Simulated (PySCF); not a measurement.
## C₆ coefficients of unlike pairs at B3LYP

Calculated with PySCF 2.14 from the dipole response of each species, C₆(A,B) = (3/π) ∫ α_A(iu) α_B(iu) du, in atomic units, from isotropic polarisabilities. For ions this is the dispersion term alone; charge-induced terms of lower order in 1/R come first.

| species | configuration | basis | relativity | α (bohr³) | C₆ (like pair) |
| --- | --- | --- | --- | --- | --- |
| Pd(2+) | [Kr] 4d8 (3F) | aug-cc-pVTZ-PP with one added diffuse shell each of s, p, d, f, g type with ECP28MDF (7s7p6d4f3g) | core potential | 6.814 | 35.72 |
| Ti | [Ar] 3d2 4s2 (3F) | aug-cc-pVDZ-DK (7s6p4d2f) | spin-free X2C | 101.2 | 1151 |
| Ba(2+) | [Xe] (1S) | aug-cc-pVQZ-X2C (10s9p7d4f2g) | spin-free X2C | 10.45 | 74.35 |
| Ni | [Ar] 3d8 4s2 (3F) | def2-QZVPPD (11s6p5d4f2g) | none | 49.45 | 398.4 |

Q: Estimate C₆ for Ti with Pd(2+).

A: The integral gives 142.6. The combination rule 2 C_A C_B / (C_A α_B/α_A + C_B α_A/α_B) gives 135.3 and the geometric mean 202.8.

No spin-orbit coupling is included.

The other pairs:

```tsv
pair	C₆
Ba(2+), Pd(2+)	51.23
Ni, Ba(2+)	143.4
Ni, Pd(2+)	95.40
Ni, Ti	666.3
Ba(2+), Ti	215.9
```
